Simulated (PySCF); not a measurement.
Isomers of C9H6N2, from PBE0-D3(BJ)/def2-SVP geometry optimisation, gas phase (PySCF 2.14.0). One conformer each, no zero-point energy, no frequencies.

Question: Which is lowest in electronic energy at this level?
A. `[N:1]#[C:2][CH2:3][C:4]1=[CH:5][C@H:6]2[C@@H:7]3[C@H:8]2[C@:9]13[C:10]#[N:11]` with C2–C3–C4–C5 0°: A = 1884, B = 900.5, C = 637.8 MHz, dipole 4.22 D
B. `[C-:1]#[N+:2][CH:3]=[C:4]=[C:5]=[CH:6][n:7]1[cH:8][cH:9][cH:10][cH:11]1` with C5–C6–N7–C8 0°: A = 5773, B = 388.5, C = 364.0 MHz, dipole 4.45 D
C. `C#CC1=CN2C=CC=CC2=N1`: A = 4000, B = 722.6, C = 612.1 MHz, dipole 3.77 D

Answer: C. That is `C#Cc1cn2ccccc2n1`, 48.7 kcal/mol below the next.

```
                              SMILES                                                                  mapped SMILES      E (Eh)  relative (kcal/mol)  relative (kJ/mol)  dipole (D)
                    C#Cc1cn2ccccc2n1           [CH:1]#[C:2][c:3]1[cH:4][n:5]2[cH:6][cH:7][cH:8][cH:9][c:10]2[n:11]1  -455.15715                  0.0                0.0        3.77
N#CCC1=C[C@H]2[C@@H]3[C@H]2[C@]13C#N  [N:1]#[C:2][CH2:3][C:4]1=[CH:5][C@H:6]2[C@@H:7]3[C@H:8]2[C@:9]13[C:10]#[N:11]  -455.07952                 48.7              203.8        4.22
             [C-]#[N+]C=C=C=Cn1cccc1        [C-:1]#[N+:2][CH:3]=[C:4]=[C:5]=[CH:6][n:7]1[cH:8][cH:9][cH:10][cH:11]1  -455.06109                 60.3              252.2        4.45
```
